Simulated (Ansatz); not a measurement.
Start from `[OH][Mo]([OH])([OH])(=[S])[Cl]` and change one atom or group to get `[OH][Mo]([OH])(=[S])([Cl])[Cl]`.

Ansatz, PBE0-D4/def2-TZVP geometries, multiplicity 1. Each molecule was computed in one conformer, which needn't be the lowest.

Elements past krypton have def2 core potentials.

| property | `[OH][Mo]([OH])([OH])(=[S])[Cl]` |
| --- | --- |
| HOMO–LUMO gap (B3LYP/def2-TZVPP) / eV | 4.25 |
| size of the dipole moment (B3LYP/def2-TZVPP) / D | 1.69 |
| HOMO–LUMO gap (PBE0/def2-TZVPP) / eV | 4.67 |
| zero-point energy (PBE0-D4/def2-TZVP) / kJ/mol | 114.5 |
| ideal-gas entropy at 298 K and 1 bar (rigid rotor, harmonic PBE0-D4/def2-TZVP) / J/(mol·K) | 401 |
| HOMO–LUMO gap (PBE/def2-TZVPP) / eV | 2.78 |

**Question.** What does the change do to each property? (Estimate.)

**Answer.** Computed: 
| property | `[OH][Mo]([OH])(=[S])([Cl])[Cl]` | shift |
| --- | --- | --- |
| HOMO–LUMO gap (B3LYP/def2-TZVPP) / eV | 4.14 | -0.11 |
| size of the dipole moment (B3LYP/def2-TZVPP) / D | 0.88 | -0.81 |
| HOMO–LUMO gap (PBE0/def2-TZVPP) / eV | 4.58 | -0.09 |
| zero-point energy (PBE0-D4/def2-TZVP) / kJ/mol | 84.5 | -30.0 |
| ideal-gas entropy at 298 K and 1 bar (rigid rotor, harmonic PBE0-D4/def2-TZVP) / J/(mol·K) | 393 | -8 |
| HOMO–LUMO gap (PBE/def2-TZVPP) / eV | 2.56 | -0.22 |

With PBE0 the HOMO falls by 0.25 eV and the LUMO falls by 0.34 eV, so the gap narrows by about 0.09 eV. PBE moves the HOMO by -0.26 eV and ωB97M-V by -0.27 eV. The zero-point energy changes by -30.0 kJ/mol with -3 modes. Dipoles are sizes alone; their direction can turn.

B3LYP here is the variant with VWN-RPA as its local correlation; programs differ in this.
